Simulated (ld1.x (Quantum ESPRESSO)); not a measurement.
# manganese (Mn): variants of one TM potential

Base potential:

manganese, norm-conserving Troullier–Martins (Kleinman–Bylander form), made with ld1.x (Quantum ESPRESSO) 7.5 (PBE, scalar-relativistic). Core [Ne] 3s2, reference 3p6 3d5 4s1 4p0 (charge +1). Waves: 3p (bound): rc 1.30 bohr; 3d (bound): rc 0.90 bohr; 4s (bound): rc 2.05 bohr. Local part: the s channel. Core correction: none.

Cutoffs, loose and tight: the cutoffs (Ry, on a coarse ladder) from which the occupation-weighted sum of valence levels, in a spherical-Bessel basis at the reference potential, stays within 10 and 1 mRy of its value at 400 Ry. They do not see the model core or the augmentation charge, which bear on the density cutoff. Test errors are all-electron minus pseudo excitation energies from the reference, over the configurations 3p6 3d5 4s2 4p0; 3p6 3d5 4s0 4p0; 3p6 3d4 4s0 4p0; 3p6 3d4 4s2 4p1; 3p6 3d5 4s1 4p1; 3p6 3d3 4s0 4p0; 3p6 3d5 4s0 4p2. A dash means not determined; rows that change the core or the reference have their own tests.

| change | outcome | cutoff, loose | cutoff, tight | bound ghosts | largest test error (meV) |
| --- | --- | --- | --- | --- | --- |
| base | generated | 200 Ry | 260 Ry | none | -1423 |
| all radii scaled by about 0.76 (s 1.56, p 0.98, d 0.68 bohr) | generated | over 300 Ry | over 300 Ry | none | -1231 |
| all radii scaled by about 0.95 (s 1.94, p 1.22, d 0.86 bohr) | generated | 230 Ry | 260 Ry | none | -1400 |
| all radii scaled by about 1.06 (s 2.18, p 1.38, d 0.96 bohr) | generated | 200 Ry | 230 Ry | none | -1435 |
| all radii scaled by about 1.16 (s 2.38, p 1.52, d 1.04 bohr) | generated | 180 Ry | 200 Ry | none | -1436 |
| all radii scaled by about 1.25 (s 2.56, p 1.62, d 1.12 bohr) | generated | 160 Ry | 180 Ry | none | -1436 |
| all radii scaled by about 1.36 (s 2.78, p 1.76, d 1.22 bohr) | generated | 140 Ry | 160 Ry | none | -1445 |

Problem. What comes out with this change to the base: all radii scaled by about 0.89 (s 1.84, p 1.16, d 0.80 bohr)?

Solution. outcome: generated; cutoff, loose: 260 Ry; cutoff, tight: 300 Ry; bound ghosts: none; largest test error (meV): -1357.

Reading the sweep of the scale of all radii (base = 1) (base included, trends over the rows without a ghost): The loose cutoff falls from 260 Ry at 0.89 to 140 Ry at 1.36. A larger radius leaves more room for a smooth pseudo-wave, so fewer plane waves are needed; a smaller one forces it to follow the all-electron wave where it bends sharply. The median size of the test errors (rows with all tests solved) is not monotonic: lowest 464.7 meV at 0.76, highest 596.5 meV at 1.16.
